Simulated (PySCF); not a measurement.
Isomers of C4H11F2NSi2.

All values: PBE0/pcSseg-1 (PySCF) at GFN2-xTB geometries, gas phase, one conformer each.

(1) Rank by LUMO energy, highest first.
A. `[F:1][CH2:2][C:3]1([Si@@H:4]([F:5])[NH:6][SiH3:7])[CH2:8][CH2:9]1` with F1–C2–C3–Si4 -56°, C2–C3–Si4–F5 -127°, C3–Si4–N6–Si7 -158°
B. `[CH2:1]=[C:2]([CH3:3])[C:4]([F:5])([F:6])[SiH2:7][SiH2:8][NH2:9]` with C1–C2–C4–F5 25°, C2–C4–Si7–Si8 179°, C4–Si7–Si8–N9 180°, Si7–Si8–N9–H -170° and 52°
C. `[F:1][CH2:2][SiH2:3][NH:4][Si@@H:5]([F:6])[CH:7]1[CH2:8][CH2:9]1` with F1–C2–Si3–N4 49°, C2–Si3–N4–Si5 165°, Si3–N4–Si5–F6 30°, N4–Si5–C7–C8 170°
D. `[NH2:1][SiH2:2][SiH2:3][C:4]([F:5])([F:6])[CH:7]1[CH2:8][CH2:9]1` with H–N1–Si2–Si3 -54° and 168°, N1–Si2–Si3–C4 145°, Si2–Si3–C4–F5 45°, Si3–C4–C7–C8 -54°

(2) Rank by HOMO–LUMO gap, highest first.
A. `[CH2:1]=[CH:2][CH2:3][C:4]([F:5])([F:6])[SiH2:7][SiH2:8][NH2:9]` with C1–C2–C3–C4 -121°, C2–C3–C4–F5 -68°, C3–C4–Si7–Si8 171°, C4–Si7–Si8–N9 -174°, Si7–Si8–N9–H -170° and 52°
B. `[CH2:1]=[C:2]([CH3:3])[C:4]([F:5])([F:6])[SiH2:7][SiH2:8][NH2:9]` with C1–C2–C4–F5 25°, C2–C4–Si7–Si8 179°, C4–Si7–Si8–N9 180°, Si7–Si8–N9–H -170° and 52°
C. `[F:1][CH2:2][C:3]1([Si@@H:4]([F:5])[NH:6][SiH3:7])[CH2:8][CH2:9]1` with F1–C2–C3–Si4 -56°, C2–C3–Si4–F5 -127°, C3–Si4–N6–Si7 -158°

Results:

(1) C (0.59 eV), A (0.45 eV), D (-0.40 eV), B (-0.70 eV).

(2) C (8.08 eV), A (6.88 eV), B (6.56 eV).

All values together:

| SMILES | μ (D) | HOMO (eV) | LUMO (eV) | lowest IAO charge (e) | highest IAO charge (e) | lowest Hirshfeld charge (e) | highest Hirshfeld charge (e) |
| --- | --- | --- | --- | --- | --- | --- | --- |
| FCC1([Si@@H](F)N[SiH3])CC1 | 1.53 | -7.64 | 0.45 | -0.952 (N) | +1.309 (Si) | -0.331 (N) | +0.455 (Si) |
| FC[SiH2]N[Si@@H](F)C1CC1 | 1.66 | -7.56 | 0.59 | -0.957 (N) | +1.312 (Si) | -0.334 (N) | +0.460 (Si) |
| C=C(C)C(F)(F)[SiH2][SiH2]N | 2.45 | -7.26 | -0.70 | -0.841 (N) | +0.639 (Si) | -0.322 (N) | +0.289 (Si) |
| N[SiH2][SiH2]C(F)(F)C1CC1 | 1.82 | -7.40 | -0.40 | -0.840 (N) | +0.646 (Si) | -0.321 (N) | +0.290 (Si) |
| C=CCC(F)(F)[SiH2][SiH2]N | 2.44 | -7.37 | -0.49 | -0.841 (N) | +0.638 (Si) | -0.322 (N) | +0.288 (Si) |

Conformers: `[F:1][CH2:2][C:3]1([Si@@H:4]([F:5])[NH:6][SiH3:7])[CH2:8][CH2:9]1` with F1–C2–C3–Si4 -56°, C2–C3–Si4–F5 -127°, C3–Si4–N6–Si7 -158°; `[F:1][CH2:2][SiH2:3][NH:4][Si@@H:5]([F:6])[CH:7]1[CH2:8][CH2:9]1` with F1–C2–Si3–N4 49°, C2–Si3–N4–Si5 165°, Si3–N4–Si5–F6 30°, N4–Si5–C7–C8 170°; `[CH2:1]=[C:2]([CH3:3])[C:4]([F:5])([F:6])[SiH2:7][SiH2:8][NH2:9]` with C1–C2–C4–F5 25°, C2–C4–Si7–Si8 179°, C4–Si7–Si8–N9 180°, Si7–Si8–N9–H -170° and 52°; `[NH2:1][SiH2:2][SiH2:3][C:4]([F:5])([F:6])[CH:7]1[CH2:8][CH2:9]1` with H–N1–Si2–Si3 -54° and 168°, N1–Si2–Si3–C4 145°, Si2–Si3–C4–F5 45°, Si3–C4–C7–C8 -54°; `[CH2:1]=[CH:2][CH2:3][C:4]([F:5])([F:6])[SiH2:7][SiH2:8][NH2:9]` with C1–C2–C3–C4 -121°, C2–C3–C4–F5 -68°, C3–C4–Si7–Si8 171°, C4–Si7–Si8–N9 -174°, Si7–Si8–N9–H -170° and 52°.
